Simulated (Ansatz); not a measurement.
Basis-set extrapolation for `FCOBO[SiH3]` (PBE0-D4/def2-TZVP geometry, frozen core, Ansatz 0.2.0). Multiplicity 1, RHF reference.

```csv
,def2-TZVPP,def2-QZVPP
HF,-604.432290,-604.456580
MP2 correlation,-1.102771,-1.191916
CCSD(T) correlation,-1.181681,not run
```

Energies in hartree. Use E(X) = E(∞) + A·exp(−7.88·√X) for Hartree–Fock and E(X) = E(∞) + B·X^(−2.97) for correlation, with X = 3 and 4, and add CCSD(T) minus MP2 of the smaller set to the MP2 limit.

Task: What is the CCSD(T) energy at the basis-set limit?

Result: HF limit: -604.456580 + (-0.024290) × 0.13774 = -604.45993. MP2 limit: -1.191916 + (-0.089145) × 0.74074 = -1.25795. Higher-order term: -1.181681 − (-1.102771) = -0.07891. Total: -605.79679 hartree, 480.0 kJ/mol below CCSD(T)/def2-TZVPP.
